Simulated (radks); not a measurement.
Problem. These are the eigenvalues of the occupied orbitals of an atom or ion with whole-number occupations (hartree). All-electron calculation, Dirac Kohn-Sham, PBE, spin-unpolarised, spherical densities, finite nucleus; Fermi nuclear charge, rms radius of each element as measured or else 0.836 A^(1/3) + 0.57 fm. Program: a radial shooting solver on a logarithmic mesh with Libxc functionals.

orbital  eigenvalue
1s1/2     -2984.587
2s1/2     -544.2901
2p1/2     -523.0418
2p3/2     -455.5589
3s1/2     -144.9734
3p1/2     -135.3894
3p3/2     -120.4623
3d3/2     -104.5089
3d5/2     -101.2971
4s1/2     -47.63399
4p1/2     -43.51367
4p3/2     -39.78007
4d3/2     -33.00428
4d5/2     -32.28430
4f5/2     -23.56146
4f7/2     -23.39163

Which element is it, and in what charge state? The configuration may be excited. Open shells, if any, are shared by 2j + 1.

Solution. Z = 79, gold, charge +22: Au22+ in [Kr] 4d10 4f11. The list shows which subshells hold electrons but not how many an open one holds; the 1s level, -2984.6 hartree, gives Z - s = 77.3 by -(Z - s)^2/2, which with screening and relativity narrows Z to a few neighbours, and the depths of the outer levels then fix element, charge and occupations together.
